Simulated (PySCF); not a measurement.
SMILES Cc1ccc(S)cc1, GFN2-xTB optimised geometry.

```
16

C     -1.67    -2.19    -0.01
C     -0.89    -0.91     0.00
C     -1.55     0.32     0.00
C     -0.85     1.51     0.00
C      0.54     1.49     0.00
S      1.40     3.03     0.00
C      1.22     0.28     0.00
C      0.50    -0.91     0.00
H     -1.02    -3.03     0.21
H     -2.47    -2.15     0.72
H     -2.11    -2.34    -0.99
H     -2.63     0.34     0.00
H     -1.37     2.45     0.00
H      2.63     2.51     0.00
H      2.30     0.25     0.00
H      1.04    -1.84     0.00
```

Density from PBE0/def2-TZVP in PySCF at that geometry.

Minimum of the electron density along straight lines between bonded atoms, close to the bond critical point (lines longer than 1.1 times the sum of covalent radii, or with two minima, are not listed):

```json
[
 {"bond": "C1–C2", "length / Å": "1.498", "ρ at the minimum / e bohr⁻³": "0.260", "∇²ρ there / e bohr⁻⁵": "-0.68", "position (fraction from the first atom)": "0.49"},
 {"bond": "C2–C3", "length / Å": "1.391", "ρ at the minimum / e bohr⁻³": "0.319", "∇²ρ there / e bohr⁻⁵": "-0.94", "position (fraction from the first atom)": "0.50"},
 {"bond": "C3–C4", "length / Å": "1.380", "ρ at the minimum / e bohr⁻³": "0.323", "∇²ρ there / e bohr⁻⁵": "-0.96", "position (fraction from the first atom)": "0.50"},
 {"bond": "C4–C5", "length / Å": "1.389", "ρ at the minimum / e bohr⁻³": "0.318", "∇²ρ there / e bohr⁻⁵": "-0.94", "position (fraction from the first atom)": "0.49"},
 {"bond": "C5–S6", "length / Å": "1.770", "ρ at the minimum / e bohr⁻³": "0.198", "∇²ρ there / e bohr⁻⁵": "-0.38", "position (fraction from the first atom)": "0.48"},
 {"bond": "C5–C7", "length / Å": "1.387", "ρ at the minimum / e bohr⁻³": "0.319", "∇²ρ there / e bohr⁻⁵": "-0.94", "position (fraction from the first atom)": "0.51"},
 {"bond": "C2–C8", "length / Å": "1.388", "ρ at the minimum / e bohr⁻³": "0.320", "∇²ρ there / e bohr⁻⁵": "-0.95", "position (fraction from the first atom)": "0.50"},
 {"bond": "C7–C8", "length / Å": "1.383", "ρ at the minimum / e bohr⁻³": "0.322", "∇²ρ there / e bohr⁻⁵": "-0.95", "position (fraction from the first atom)": "0.50"},
 {"bond": "C1–H9", "length / Å": "1.087", "ρ at the minimum / e bohr⁻³": "0.280", "∇²ρ there / e bohr⁻⁵": "-0.96", "position (fraction from the first atom)": "0.64"},
 {"bond": "C1–H10", "length / Å": "1.088", "ρ at the minimum / e bohr⁻³": "0.278", "∇²ρ there / e bohr⁻⁵": "-0.95", "position (fraction from the first atom)": "0.64"},
 {"bond": "C1–H11", "length / Å": "1.090", "ρ at the minimum / e bohr⁻³": "0.277", "∇²ρ there / e bohr⁻⁵": "-0.94", "position (fraction from the first atom)": "0.64"},
 {"bond": "C3–H12", "length / Å": "1.080", "ρ at the minimum / e bohr⁻³": "0.287", "∇²ρ there / e bohr⁻⁵": "-1.02", "position (fraction from the first atom)": "0.64"},
 {"bond": "C4–H13", "length / Å": "1.080", "ρ at the minimum / e bohr⁻³": "0.288", "∇²ρ there / e bohr⁻⁵": "-1.03", "position (fraction from the first atom)": "0.65"},
 {"bond": "S6–H14", "length / Å": "1.332", "ρ at the minimum / e bohr⁻³": "0.222", "∇²ρ there / e bohr⁻⁵": "-0.67", "position (fraction from the first atom)": "0.64"},
 {"bond": "C7–H15", "length / Å": "1.081", "ρ at the minimum / e bohr⁻³": "0.286", "∇²ρ there / e bohr⁻⁵": "-1.02", "position (fraction from the first atom)": "0.64"},
 {"bond": "C8–H16", "length / Å": "1.081", "ρ at the minimum / e bohr⁻³": "0.287", "∇²ρ there / e bohr⁻⁵": "-1.02", "position (fraction from the first atom)": "0.64"}
]
```
